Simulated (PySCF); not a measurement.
I: excitation energy

I [Kr] 4d10 5s2 5p5 (2P) → I [Kr] 4d10 5s1 5p6 (2S), as a difference of total energies. Calculation: PySCF 2.14, in x2c-TZVPPall with one added diffuse shell each of s, p, d, f type (9s7p5d3f, 76 functions); scalar relativity by spin-free X2C-1e. Correlated levels: valence: [Kr] 4d10 frozen. The calculations carry no spin-orbit coupling.

| method | excitation energy (cm⁻¹) |
| --- | --- |
| UHF | 102620 |
| MP2 (valence) | 89081 |
| SCS-MP2 (valence) | 87555 |
| CCSD (valence) | 76334 |
| CCSD(T) (valence) | 66053 |

The upper state lies above the first ionisation limit, where it may autoionise and the basis confines it.

The coupled-cluster amplitudes are large for the upper state (T1 above 0.03 or a double amplitude above 0.15), so a single reference is strained.
